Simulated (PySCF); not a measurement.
## BrCH2CH2CH2F in a uniform electric field

BrCH2CH2CH2F, C₃H₆BrF.
Geometry (PBE0-D3(BJ)/def2-SVP, Å), atoms numbered from 1 in this order:
```
atom  x, y, z in Å
F1    -1.1979   -0.3312    1.6145
C2    -1.3018    0.1148    0.3185
C3    -0.0984   -0.3237   -0.4863
C4     1.1926    0.2152    0.0914
Br5    2.7404   -0.3740   -0.9220
H6    -1.3871    1.2160    0.3400
H7    -2.2275   -0.2939   -0.1200
H8    -0.0609   -1.4244   -0.5140
H9    -0.2228    0.0193   -1.5263
H10    1.2201    1.3136    0.0812
H11    1.3417   -0.1316    1.1212
```

Level: PBE0/def2-SVPD (PySCF); nuclei fixed, core orbitals frozen in the response. Permanent dipole (-1.734, 0.995, -0.742) D (1 au = 2.5417 D). Static polarisability (au):

```
x   73.74 -2.98 -7.05
y   -2.98 53.56  1.87
z   -7.05  1.87 56.96
```

Only the terms in μ and α are kept: μ(F) = μ + αF and ΔE = −μ·F − ½ F·αF.

**Question.** Apply 0.008 au along ±x, ±y and ±z in turn. Tabulate induced and total dipoles and both energy terms.

**Answer.** 
```tsv
field along	induced x (D)	induced y (D)	induced z (D)	total size (D)	−μ·F (kJ/mol)	−½F·αF (kJ/mol)
+x	1.499	-0.061	-0.143	1.308	+14.329	-6.195
−x	-1.499	0.061	0.143	3.454	-14.329	-6.195
+y	-0.061	1.089	0.038	2.839	-8.222	-4.500
−y	0.061	-1.089	-0.038	1.849	+8.222	-4.500
+z	-0.143	0.038	1.158	2.183	+6.132	-4.786
−z	0.143	-0.038	-1.158	2.656	-6.132	-4.786
```

**Question.** For the field (0.0000, 0.0072, -0.0016) au, what is the induced dipole, and what angle does it make with the field?

**Answer.** αF = (-0.026, 0.973, -0.197) D, at 1.8° to the field. The polarisability along this direction, F·αF/F², is 52.93 au, against a mean of 61.42 au.

**Question.** At what field along the permanent dipole would the induced dipole along it equal the permanent one, in this linear picture?

**Answer.** The polarisability along the dipole is 64.98 au, so F = 0.8390 au / 64.98 au = 0.0129 au = 0.66 V/Å; higher-order terms are ignored.

**Question.** What field makes μF equal to kT at 100 K?

**Answer.** kT = 0.3167 × 10⁻³ Eh, so F = 0.000377 au = 1.94 MV/cm.

**Question.** Induction energy −ᾱe²/2R⁴ of a unit charge at 15 Å, the molecule taken as a point?

**Answer.** R = 28.35 bohr, so the energy is −61.4/(2 × 28.35⁴) Eh = -0.125 kJ/mol. The charge–dipole term at its most favourable orientation, −μe/R², is -2.74 kJ/mol.

One conformer (not necessarily the lowest) at the PBE0-D3(BJ)/def2-SVP geometry, without solvent, vibrations or thermal averaging. The calculation is non-relativistic, for bromine too.

The run behind these numbers computed excited states and ΔSCF ions as well. On one thread of an Arm Neoverse V1, shared host, this took 1.9 min wall.
